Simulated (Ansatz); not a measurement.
CH4BClOS (`COB(S)Cl`), relaxed with RKS PBE0-D4/def2-TZVP in Ansatz from a GFN2-xTB geometry. The force threshold is 0.005 eV/Å; the program also tests the step.

Charge 0, multiplicity 1.

Start:

```xyz
9

C    -0.752   -0.974    0.677
O     0.351   -0.220    0.204
B     0.277    0.827   -0.615
S     1.834    1.623   -1.073
Cl   -1.238    1.432   -1.242
H    -1.179   -1.559   -0.140
H    -1.522   -0.315    1.082
H    -0.374   -1.637    1.453
H     2.603    0.822   -0.347
```

Problem. How much energy does the relaxation release, and in how many steps? (Estimate.)

Solution. Ansatz gave: 3.05 kJ/mol, in 15 steps, 4 of them rejected.

Problem. Which bonds change most? (Best estimate.)

Solution. Ansatz gave: B3–Cl5 from 1.747 to 1.771 Å; S4–H9 from 1.326 to 1.344 Å; O2–B3 from 1.332 to 1.341 Å; B3–S4 from 1.808 to 1.804 Å.

Problem. Give the relaxed structure. (An estimate is asked.)

Solution. The calculation gave: 
```xyz
9

C    -0.769   -0.965    0.688
O     0.373   -0.241    0.261
B     0.318    0.781   -0.605
S     1.815    1.657   -1.104
Cl   -1.209    1.333   -1.310
H    -1.263   -1.446   -0.159
H    -1.482   -0.306    1.188
H    -0.423   -1.725    1.387
H     2.640    0.913   -0.349
```
